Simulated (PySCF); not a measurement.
# Interval between two levels of Sn⁺ by level of theory

Sn⁺ [Kr] 4d10 5s2 5p1 [2P3/2, M_J = 3/2] → Sn⁺ [Kr] 4d10 5s1 5p2 [4P5/2, M_J = 5/2], as a difference of total energies. Computed with PySCF 2.14 in x2c-TZVPall-2c with one added diffuse shell each of s, p, d, f type (9s10p6d3f, 90 functions), with the two-component X2C-1e Hamiltonian. Correlated levels: [Ar] 3d10 frozen; the 6 highest virtual spinors dropped. "Screened" scales the spin-orbit matrix elements by Boettger's factors to mimic the two-electron term; Breit and QED terms are absent.

```tsv
method	interval between two levels (cm⁻¹)	error (cm⁻¹)
GHF (spin-free)	34108	-12371
GMP2 (spin-free)	46273	-206
GHF (screened spin-orbit)	33985	-12494
GMP2 (screened spin-orbit)	46105	-374
```

Reference: 46479 cm⁻¹ (measured; NIST Handbook of Basic Atomic Spectroscopic Data (Sansonetti and Martin, J. Phys. Chem. Ref. Data 34, 1559 (2005))).

The spin-free rows relax to the high-spin LS determinant and lack the spin-orbit shift.

Errors of the correlated levels include the incompleteness of this basis and the frozen core.

The labels give the starting determinants; with spin-orbit coupling the two ends relaxed to ⟨J²⟩ = 3.76, ⟨L²⟩ = 2.03, ⟨S²⟩ = 0.77 and ⟨J²⟩ = 8.76, ⟨L²⟩ = 2.05, ⟨S²⟩ = 3.75.
